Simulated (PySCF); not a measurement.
One molecule, one basis, several functionals.

Species: HSiCl2SBu, C4H10Cl2SSi.
SMILES: `CCCCS[SiH](Cl)Cl`

Torsions of this conformer, `[CH3:1][CH2:2][CH2:3][CH2:4][S:5][SiH:6]([Cl:7])[Cl:8]`: C1–C2–C3–C4 178°, C2–C3–C4–S5 -57°, C3–C4–S5–Si6 -57°, C4–S5–Si6–Cl7 -167°.

PySCF, pcSseg-1 basis, density fitting, gas phase, PBE0-D3(BJ)/def2-SVP geometry. One functional is left out:

| functional | exact exchange (%) | HOMO energy (eV) | LUMO energy (eV) | dipole moment (D) |
| --- | --- | --- | --- | --- |
| BLYP | 0 | -6.08 | -1.07 | 2.734 |
| BP86 | 0 | -6.39 | -1.38 | 2.878 |
| OPBE | 0 | -6.29 | -1.18 | 2.902 |
| B3LYP | 20 | -7.25 | -0.54 | 2.879 |
| BHandHLYP | 50 | -8.59 | 0.67 | 3.028 |

Predict the row of PBE0 (25 % exact exchange) by straight lines through the other rows, and check it.

```tsv
property	line	computed	computed − line	B3LYP (20 %), for comparison
HOMO energy (eV)	-7.44	-7.53	-0.09	-7.25
LUMO energy (eV)	-0.29	-0.41	-0.12	-0.54
dipole moment (D)	2.925	2.987	+0.062	2.879
```

Which of these properties follows the share of exact exchange most closely, and which least?

Most closely the HOMO energy, least the dipole moment; the correlations over the tabulated rows are HOMO energy -0.994, LUMO energy 0.990, dipole moment 0.774. The HOMO energy moves by -0.469 eV for every 10 %. Functionals with the same share still differ in their other parts: at 0 % BLYP and BP86 differ by 0.31 eV in it.
